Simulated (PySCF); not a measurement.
Molfile (atoms numbered from 1):
```
C9H9PSi
     RDKit          3D

 20 21  0  0  0  0  0  0  0  0999 V2000
   -2.8660   -0.5141   -0.2622 Si  0  0  0  0  0  4  0  0  0  0  0  0
   -1.3075    0.5636   -0.1368 C   0  0  0  0  0  0  0  0  0  0  0  0
   -1.4828    1.9202   -0.1830 C   0  0  0  0  0  0  0  0  0  0  0  0
   -0.2467    3.1626   -0.0911 P   0  0  0  0  0  0  0  0  0  0  0  0
    1.1380    2.1726    0.0625 C   0  0  0  0  0  0  0  0  0  0  0  0
    1.1633    0.7682    0.0946 C   0  0  0  0  0  0  0  0  0  0  0  0
    2.4126    0.1172    0.2273 C   0  0  0  0  0  0  0  0  0  0  0  0
    2.5092   -1.2436    0.2649 C   0  0  0  0  0  0  0  0  0  0  0  0
    1.3492   -2.0244    0.1715 C   0  0  0  0  0  0  0  0  0  0  0  0
    0.1275   -1.4241    0.0426 C   0  0  0  0  0  0  0  0  0  0  0  0
   -0.0165   -0.0223   -0.0011 C   0  0  0  0  0  0  0  0  0  0  0  0
   -3.0174   -1.3264    0.9484 H   0  0  0  0  0  0  0  0  0  0  0  0
   -4.0162    0.3819   -0.3879 H   0  0  0  0  0  0  0  0  0  0  0  0
   -2.7914   -1.3737   -1.4470 H   0  0  0  0  0  0  0  0  0  0  0  0
   -2.4919    2.3023   -0.2877 H   0  0  0  0  0  0  0  0  0  0  0  0
    2.0929    2.6796    0.1435 H   0  0  0  0  0  0  0  0  0  0  0  0
    3.3006    0.7296    0.2987 H   0  0  0  0  0  0  0  0  0  0  0  0
    3.4719   -1.7226    0.3666 H   0  0  0  0  0  0  0  0  0  0  0  0
    1.4264   -3.1013    0.2016 H   0  0  0  0  0  0  0  0  0  0  0  0
   -0.7603   -2.0347   -0.0285 H   0  0  0  0  0  0  0  0  0  0  0  0
  1  2  1  0
  2  3  1  0
  3  4  2  0
  4  5  1  0
  5  6  2  0
  6  7  1  0
  7  8  2  0
  8  9  1  0
  9 10  2  0
 10 11  1  0
 11  2  2  0
 11  6  1  0
  1 12  1  0
  1 13  1  0
  1 14  1  0
  3 15  1  0
  5 16  1  0
  7 17  1  0
  8 18  1  0
  9 19  1  0
 10 20  1  0
M  END
```

All values are calculated (PySCF): shieldings: GIAO PBE0/pcSseg-1, coordinates at the GFN2-xTB level. A single conformation, isolated molecule, non-relativistic, one averaged value for each set of equivalent atoms.

Task: Predict the 2D correlation tables (HSQC, COSY, HMBC).

Result: 

HSQC (one-bond C–H):
```
         δH           δC
10.08 (H16)   176.5 (C5)
 9.36 (H15)   165.1 (C3)
 8.31 (H20)  136.5 (C10)
 8.13 (H17)   135.9 (C7)
 8.00 (H18)   132.6 (C8)
 8.00 (H19)   132.9 (C9)
```

COSY cross peaks (H two or three bonds apart, from the bond graph; peaks can be absent where the dihedral angle is near 90°):
```
        δH          δH
8.31 (H20)  8.00 (H19)
8.13 (H17)  8.00 (H18)
8.00 (H18)  8.00 (H19)
```

HMBC (two and three bonds, from the bond graph):
```
                δH                                                           δC
       10.08 (H16)              165.1 (C3), 139.9 (C11), 138.1 (C6), 135.9 (C7)
        9.36 (H15)                          176.5 (C5), 143.9 (C2), 139.9 (C11)
        8.31 (H20)  143.9 (C2), 139.9 (C11), 138.1 (C6), 132.9 (C9), 132.6 (C8)
        8.13 (H17)  176.5 (C5), 139.9 (C11), 138.1 (C6), 132.9 (C9), 132.6 (C8)
        8.00 (H18)              138.1 (C6), 136.5 (C10), 135.9 (C7), 132.9 (C9)
        8.00 (H19)             139.9 (C11), 136.5 (C10), 135.9 (C7), 132.6 (C8)
4.97 (H12/H13/H14)                          165.1 (C3), 143.9 (C2), 139.9 (C11)
```

δ = σ(ref) − σ, references computed at the same level: ¹H, ¹³C vs TMS.

Short H···H contacts in this conformer between protons four or more bonds apart (candidates for NOE cross peaks, intensity ∝ r⁻⁶): H16···H17 2.30 Å, H13···H15 2.45 Å, H12···H20 2.56 Å.

Shifts are as computed. Against solution values, carbons near 30 ppm lie about +3 ppm off and those near 130 ppm about +5 ppm. Of 1211 compounds with measured shifts, 218 miss one by over three times the rms of a fit or turn the order of signals round; such compounds aren't used in these exercises.
